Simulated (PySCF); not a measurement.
Compound: C7H6ClN.
Z-matrix (Å and degrees, PBE0-D3(BJ)/def2-SVP geometry), rows numbered from 1:
```
N 
C   1  1.2692
C   2  1.4791  1  129.04
C   3  1.4018  2  122.62  1    -0.05
C   4  1.3880  3  121.06  2  -179.92
C   5  1.3971  4  119.34  3    -0.02
Cl  6  1.7283  5  119.56  4   179.92
C   6  1.3939  5  120.79  4    -0.02
C   8  1.3909  6  119.07  5     0.02
H   1  1.0263  2  111.13  3    -0.02
H   2  1.1040  1  116.88  3  -179.99
H   4  1.0933  3  120.07  2     0.03
H   5  1.0909  4  121.04  3   179.95
H   8  1.0908  6  119.78  5  -179.99
H   9  1.0933  3  119.22  2    -0.05
```

Linear response at CAM-B3LYP/def2-SVPD (PySCF, frozen core in the response, non-relativistic).

Static isotropic polarisability: 105.48 au (15.63 Å³), principal values 58.8, 101.4, 156.3 au.

Q: What is the polarisability at 1064 nm and at the sodium D line?

A: 107.08 au at 1064 nm (+1.5 %), 111.11 au at 589.3 nm (+5.3 %). The rise at 589.3 nm is 3.53 times that at 1064 nm; a pure ω² law gives 3.26. The lowest singlet lies at 261 nm, shorter than both wavelengths.

Q: What is the isotropic C6 coefficient between two such molecules, C6 = (3/π)∫α(iω)² dω?

A: 3957 au (Eh·bohr⁶) by a ten-point quadrature over imaginary frequencies, which is 2360 eV·Å⁶ or 228 J·nm⁶/mol.

Q: Which effective excitation energy ω̄ makes London's formula C6 = (3/4)α²ω̄ exact here?

A: ω̄ = 4·C6/(3α²) = 0.474 Eh = 12.9 eV. A one-pole form α(ω) = α/(1 − ω²/ω̄²) fitted to the 1064 nm value gives 9.5 eV.

Q: How anisotropic is the static polarisability, by Δα² = ½[(α1 − α2)² + (α2 − α3)² + (α3 − α1)²]?

A: Δα = 84.6 au, or 0.80 of the isotropic value.

Q: The lowest 6 singlets have (eV, f): 4.74, 0.003; 5.01, 0.073; 5.21, 0.318; 6.31, 0.268; 6.66, 0.000; 6.72, 0.558. What share of the static polarisability do they carry in the sum over states α = Σ f/ω²?

A: 25.03 au, 23.7 % of α; the largest term, 9.13 au, is that of the state at 6.72 eV. Their oscillator strengths add up to 1.22. Higher states carry the rest.

Q: What does −C6/R⁶ come to at R = 10 Å between centres?

A: -230 J/mol. This is the leading, orientation-averaged term; C8 and higher terms are left out.

Q: What three-body coefficient follows from the one-pole estimate C9 = (3/4)·α·C6?

A: 313000 au. This is an estimate from the two numbers above, not a computed integral.

Q: How many electrons N does the Slater–Kirkwood formula C6 = (3/4)·√N·α^(3/2) need to give this C6?

A: N = (4·C6/3)²/α³ = 23.7; the species has 72 electrons in all.

Q: What molar refraction at the D line follows from R = (4π/3)·N_A·α′, with α′ the polarisability volume?

A: α′ = 16.47 Å³ gives R = 41.53 cm³/mol, for isolated, non-vibrating species.

One conformer stands for the species.
